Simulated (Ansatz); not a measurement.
```xyz
2

Si    0.1737   -0.0333   -0.3202
Si   -0.5741    1.1782    1.9739
```

Basis set: STO-3G (spherical functions). Frozen core: 10 orbitals. Charge 0, multiplicity 1.

Computed with Ansatz (development build ahead of 0.2.0); the reference of a correlated method needn't be the lowest determinant of its kind. Restricted open shells among the atoms or ions are ROHF, correlated in semicanonical orbitals with singles.

(1) Give the atomization energy at this shape (free ground-state atoms in the same class of orbitals less the molecule, no zero-point energy) of singlet Si2 by RHF-CCSD(T), RHF-CCSD.

Results:

(1)

```json
{"method": "RHF-CCSD(T)", "atomization energy": "1.85 eV"}
{"method": "RHF-CCSD", "atomization energy": "1.82 eV"}
```

Caution: another spin multiplicity may lie lower; large amplitudes, a single reference is doubtful; no unrestricted run beside it, a lower state can exist; the program doubts this total; the reference determinant was not shown to be the lowest.

This basis has no polarisation functions and is too small for such energies, which can lie far from measured ones in either direction.
